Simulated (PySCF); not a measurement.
Isomers of C5H11FO3Si.

All values: PBE0/pcSseg-1 (PySCF) at GFN2-xTB geometries, gas phase, one conformer each.

**Question.** Rank by LUMO energy, lowest first.
A. `[CH3:1][O:2][C@@H:3]([C:4]([CH3:5])=[O:6])[Si@@H:7]([F:8])[O:9][CH3:10]` with C1–O2–C3–C4 153°, O2–C3–C4–C5 15°, O2–C3–Si7–F8 -61°, C3–Si7–O9–C10 -166°
B. `[CH3:1][CH2:2][O:3][SiH2:4][O:5][C@@H:6]1[CH2:7][C@H:8]([F:9])[O:10]1` with C1–C2–O3–Si4 -56°, C2–O3–Si4–O5 -170°, O3–Si4–O5–C6 -175°, Si4–O5–C6–C7 83°
C. `[CH3:1][C:2](=[O:3])[O:4][SiH2:5][O:6][C@@H:7]([CH3:8])[CH2:9][F:10]` with C1–C2–O4–Si5 176°, C2–O4–Si5–O6 171°, O4–Si5–O6–C7 73°, Si5–O6–C7–C8 -169°, O6–C7–C9–F10 73°
D. `[CH3:1][O:2][Si:3]1([CH2:4][F:5])[O:6][CH2:7][CH2:8][CH2:9][O:10]1` with C1–O2–Si3–C4 180°, O2–Si3–C4–F5 180°, O2–Si3–O6–C7 -155°, Si3–O6–C7–C8 48°, O6–C7–C8–C9 -60°, C7–C8–C9–O10 60°

**Answer.** A (-0.45 eV), C (0.27 eV), B (0.97 eV), D (1.14 eV).

**Question.** Rank by HOMO energy, highest first.
A. `[CH3:1][O:2][C@@H:3]([C:4]([CH3:5])=[O:6])[Si@@H:7]([F:8])[O:9][CH3:10]` with C1–O2–C3–C4 153°, O2–C3–C4–C5 15°, O2–C3–Si7–F8 -61°, C3–Si7–O9–C10 -166°
B. `[CH3:1][O:2][Si:3]1([CH2:4][F:5])[O:6][CH2:7][CH2:8][CH2:9][O:10]1` with C1–O2–Si3–C4 180°, O2–Si3–C4–F5 180°, O2–Si3–O6–C7 -155°, Si3–O6–C7–C8 48°, O6–C7–C8–C9 -60°, C7–C8–C9–O10 60°
C. `[CH3:1][CH2:2][O:3][SiH2:4][O:5][C@@H:6]1[CH2:7][C@H:8]([F:9])[O:10]1` with C1–C2–O3–Si4 -56°, C2–O3–Si4–O5 -170°, O3–Si4–O5–C6 -175°, Si4–O5–C6–C7 83°

**Answer.** A (-6.94 eV), B (-7.82 eV), C (-7.95 eV).

**Question.** Rank by HOMO–LUMO gap, highest first.
A. `[CH3:1][C:2](=[O:3])[O:4][SiH2:5][O:6][C@@H:7]([CH3:8])[CH2:9][F:10]` with C1–C2–O4–Si5 176°, C2–O4–Si5–O6 171°, O4–Si5–O6–C7 73°, Si5–O6–C7–C8 -169°, O6–C7–C9–F10 73°
B. `[CH3:1][CH2:2][O:3][SiH2:4][O:5][C@@H:6]1[CH2:7][C@H:8]([F:9])[O:10]1` with C1–C2–O3–Si4 -56°, C2–O3–Si4–O5 -170°, O3–Si4–O5–C6 -175°, Si4–O5–C6–C7 83°
C. `[CH3:1][O:2][C@@H:3]([C:4]([CH3:5])=[O:6])[Si@@H:7]([F:8])[O:9][CH3:10]` with C1–O2–C3–C4 153°, O2–C3–C4–C5 15°, O2–C3–Si7–F8 -61°, C3–Si7–O9–C10 -166°

**Answer.** B (8.93 eV), A (8.26 eV), C (6.49 eV).

All values together:

```csv
SMILES,μ (D),HOMO (eV),LUMO (eV),lowest IAO charge (e),highest IAO charge (e),lowest Hirshfeld charge (e),highest Hirshfeld charge (e)
CC(=O)O[SiH2]O[C@@H](C)CF,3.82,-7.99,0.27,-0.640 (O),+1.192 (Si),-0.260 (O),+0.437 (Si)
CO[Si]1(CF)OCCCO1,2.27,-7.82,1.14,-0.656 (O),+1.581 (Si),-0.239 (O),+0.511 (Si)
CCO[SiH2]O[C@@H]1C[C@H](F)O1,1.00,-7.95,0.97,-0.640 (O),+1.195 (Si),-0.225 (O),+0.419 (Si)
CO[C@@H](C(C)=O)[Si@H](F)OC,2.60,-7.00,-0.44,-0.636 (O),+1.377 (Si),-0.245 (O),+0.477 (Si)
CO[C@@H](C(C)=O)[Si@@H](F)OC,3.65,-6.94,-0.45,-0.638 (O),+1.386 (Si),-0.243 (O),+0.476 (Si)
```

Conformers: `[CH3:1][C:2](=[O:3])[O:4][SiH2:5][O:6][C@@H:7]([CH3:8])[CH2:9][F:10]` with C1–C2–O4–Si5 176°, C2–O4–Si5–O6 171°, O4–Si5–O6–C7 73°, Si5–O6–C7–C8 -169°, O6–C7–C9–F10 73°; `[CH3:1][O:2][Si:3]1([CH2:4][F:5])[O:6][CH2:7][CH2:8][CH2:9][O:10]1` with C1–O2–Si3–C4 180°, O2–Si3–C4–F5 180°, O2–Si3–O6–C7 -155°, Si3–O6–C7–C8 48°, O6–C7–C8–C9 -60°, C7–C8–C9–O10 60°; `[CH3:1][CH2:2][O:3][SiH2:4][O:5][C@@H:6]1[CH2:7][C@H:8]([F:9])[O:10]1` with C1–C2–O3–Si4 -56°, C2–O3–Si4–O5 -170°, O3–Si4–O5–C6 -175°, Si4–O5–C6–C7 83°; `[CH3:1][O:2][C@@H:3]([C:4]([CH3:5])=[O:6])[Si@H:7]([F:8])[O:9][CH3:10]` with C1–O2–C3–C4 163°, O2–C3–C4–C5 17°, O2–C3–Si7–F8 61°, C3–Si7–O9–C10 172°; `[CH3:1][O:2][C@@H:3]([C:4]([CH3:5])=[O:6])[Si@@H:7]([F:8])[O:9][CH3:10]` with C1–O2–C3–C4 153°, O2–C3–C4–C5 15°, O2–C3–Si7–F8 -61°, C3–Si7–O9–C10 -166°.
